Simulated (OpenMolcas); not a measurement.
V4+ among 8 point charges of -1.6 e arranged as a cube (Oh).

```json
{
  "Program": "OpenMolcas 26.06",
  "Method": "CASSCF",
  "Basis": "ANO-RCC-VDZP [5s4p2d1f]",
  "Scalar Hamiltonian": "DKH2, point nucleus",
  "Active space": "1 electron in 5 orbitals (3d)",
  "State averaging": "2S+1 = 2 even, 5 roots",
  "Spin-orbit coupling": "RASSI with atomic mean-field integrals over the reference wave functions"
}
```

All point charges move together. At R = 1.7 Å |10Dq| is 6248 cm-1, and at R = 1.88 Å it is 3855 cm-1.

A third run gives 2798 cm-1. What distance was it run at?

With a power law R^-n the two known points give n = -ln(3855 / 6248) / ln(1.88 / 1.7) = 4.80. Then R = 1.7 × (6248 / 2798)^(1/4.80) = 2.010 Å. The run was at 2.01 Å, so the estimate is off by 0 Å.

An orbital doublet at a regular site is open to a Jahn-Teller distortion, which this geometry leaves out. The ground term spreads over less than 5000 cm-1, several times less than with real ligands, so orbital moments are less quenched and χT lies further from the spin-only value than at real sites (holds for R = 1.88; R = 2.01). Point charges carry no covalency, so the field is a model and not that of real ligands. No measured value stands beside these numbers.
